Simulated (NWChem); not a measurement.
System: BO, doublet; SMILES O=[B]

Here is an NWChem input.

```
start job
memory heap 200 mb stack 900 mb global 1100 mb
geometry units angstroms noautoz
  B      0.000000     0.000000    -0.737635
  O      0.000000     0.000000     0.464187
end
basis spherical
  B library def2-tzvp
  O library def2-tzvp
end
dft
  odft
  mult 2
  xc b3lyp
  iterations 150
  mulliken
end
task dft energy
```

The geometry was optimised at PBE0/def2-SVP, spin-unrestricted. No stability test was run on the SCF state.

### Question
What results follow from this input? (B3LYP/def2-TZVP, spin-unrestricted.) Quantities: energy (Ha); highest occupied level (eV); lowest empty minus highest occupied level, either spin (eV); dipole (D); <S²>.

### Answer
* **energy (Ha)**: -100.07
* **highest occupied level (eV)**: -9.56
* **lowest empty minus highest occupied level, either spin (eV)**: 4.63
* **dipole (D)**: 2.38
* **<S²>**: 0.757
